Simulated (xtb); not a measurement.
Species: CH$_{12}$Si$_{4}$, SMILES `[SiH3]C([SiH3])([SiH3])[SiH3]` (charge 0, multiplicity 1).

Q: Give a relaxed geometry from xtb 6.7.1 with GFN2-xTB.

A: the end point of this relaxation (outside a Z-matrix the atoms follow the SMILES, hydrogens last).
Z-matrix (Å, degrees):
```
C
Si 1 1.9061
H 2 1.4667 1 110.55
H 2 1.4667 3 108.37 1 -121.30
H 2 1.4667 3 108.37 4 -117.41
Si 1 1.9061 2 109.47 3 60.01
H 6 1.4667 1 110.55 2 179.99
H 6 1.4667 7 108.37 1 121.30
H 6 1.4667 7 108.37 8 117.41
Si 1 1.9061 2 109.47 3 -59.99
H 10 1.4667 1 110.55 2 -179.99
H 10 1.4667 11 108.37 1 121.30
H 10 1.4667 11 108.37 12 117.41
Si 1 1.9061 2 109.47 3 -179.99
H 14 1.4667 1 110.55 2 -60.00
H 14 1.4667 15 108.37 1 121.30
H 14 1.4667 15 108.37 16 117.41
```
